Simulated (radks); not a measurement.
Values are calculated unless marked as measured or tabulated.
Q: Species: the krypton ion Kr12+. Configuration: [Ar] 3d5 4s1 (not the ground configuration). Level of theory: Dirac Kohn-Sham, PBEsol, spin-unpolarised, spherical densities, finite nucleus; open shells fill j = l - 1/2 first; Fermi nuclear charge, rms radius 4.1884 fm (a radial shooting solver on a logarithmic mesh with Libxc functionals). Some entries of the table are withheld. Estimate them.

orbital,occ.,eigenvalue (eV),r(max) (bohr),<r> (bohr)
1s1/2,2,-14493.11,0.02709,0.04151
2s1/2,2,(1),0.1543,0.1830
2p1/2,2,-2035.999,(2),(3)
2p3/2,4,-1982.122,(4),(5)
3s1/2,2,-573.2947,0.4541,0.5016
3p1/2,2,-510.2743,0.4408,0.4955
3p3/2,4,-500.9506,0.4484,0.5037
3d3/2,4,(6),0.3790,0.4739
3d5/2,1,(7),0.3811,0.4763
4s1/2,1,-235.6429,(8),1.100

A: 
(1) 2s1/2 eigenvalue (eV): -2214.215
(2) 2p1/2 r(max) (bohr): 0.1211
(3) 2p1/2 <r> (bohr): 0.1571
(4) 2p3/2 r(max) (bohr): 0.1244
(5) 2p3/2 <r> (bohr): 0.1610
(6) 3d3/2 eigenvalue (eV): -393.9773
(7) 3d5/2 eigenvalue (eV): -392.2357
(8) 4s1/2 r(max) (bohr): 1.055
